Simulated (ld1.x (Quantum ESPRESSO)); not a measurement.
**P (Z = 15): excitation energies, all-electron against RRKJ**

P (Z = 15), norm-conserving RRKJ (Kleinman–Bylander form), made with ld1.x (Quantum ESPRESSO) 7.5 (PBE, scalar-relativistic). Core [He], reference 2s2 2p6 3s2 3p1 (charge +2). Waves: 2s (bound): rc 0.45 bohr; 2p (bound): rc 0.45 bohr; 3d channel at 0.05 Ry: rc 0.40 bohr. Local part: the d channel. Core correction: none.

Occupied shells without a wave of their own: 3p, 3s. They enter only through the test configuration that unscreens the potential.

Energies are relative to the spin-unpolarised reference configuration 2s2 2p6 3s2 3p1; without spin polarisation the order of configurations can differ from experiment.

| valence configuration | charge | ΔE all-electron (eV) | error AE − PS (meV) |
| --- | --- | --- | --- |
| 2s2 2p6 3s2 3p3 | 0 | -28.877 | -21 |
| 2s2 2p6 3s2 3p2 | +1 | -19.147 | -13 |
| 2s2 2p6 3s2 3p0 | +3 | 29.739 | +22 |
| 2s2 2p6 3s1 3p0 | +4 | 81.744 | -30 |
| 2s2 2p5 3s2 3p3 | +1 | 111.445 | -57 |
| 2s2 2p6 3s1 3p4 | 0 | -20.342 | -69 |

What are ΔE and the potential's error for 2s1 2p6 3s2 3p3?

ΔE = 159.681 eV all-electron; the error (AE − PS) is -42 meV.

ld1.x printed “convergence not achieved” for 6 of the counted tests; their residual had stalled under 1e-8, short of the target of 1e-14.

A Bessel basis up to 400 Ry misses an occupied level by 0.05 Ry, so cutoffs and ghosts were not judged.
